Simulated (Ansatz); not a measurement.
`F[Si]O[SiH3]` + `[GeH3]/[CH]=C\Br` → `[SiH3]O[Si]Br` + `F/C=[CH]/[GeH3]`  (redistribution)

Computed with Ansatz on PBE0-D4/def2-TZVP structures; ΔE is electronic, products minus reactants. CBS: MP2 limit from def2 TZ/QZ plus the TZ coupled-cluster correction, frozen cores. Double bonds are as drawn, so ΔE can hold a change between cis and trans. DFT in def2-TZVPP. B3LYP here is the variant with VWN-RPA as its local correlation; programs differ in this. For Br, Ge outer-core shells are correlated without core-valence functions, which leaves a few kJ/mol of doubt a bond. Scalar relativity is left out up to krypton. Each species was taken in one conformer, which may not be the lowest.

Q: Is it downhill or uphill in electronic energy at CCSD(T)/CBS, and by how much? (Estimate.)

A: Computed: Uphill: ΔE = +0.67 eV.

Q: What do these levels give: PBE-D4, r2SCAN-D4, PBE0-D4, B3LYP-D4, ωB97X-V, ωB97M-V, B2PLYP, r2SCAN, MP2/def2-TZVPP, HF/def2-QZVPP, SCS-MP2/def2-QZVPP, HF/CBS(def2)? (An estimate is asked.)

A: Computed: PBE-D4 0.48, r2SCAN-D4 0.53, PBE0-D4 0.49, B3LYP-D4 0.57, ωB97X-V 0.58, ωB97M-V 0.58, B2PLYP 0.63, r2SCAN 0.53, MP2/def2-TZVPP 0.76, HF/def2-QZVPP 0.54, SCS-MP2/def2-QZVPP 0.75, HF/CBS(def2) 0.54 eV.

Largest T1 diagnostic among the species: 0.014.

In def2-TZVPP, CCSD(T) changes the Hartree–Fock value by +0.17 eV (the triples alone add +0.00 eV) and MP2 by +0.24 eV.
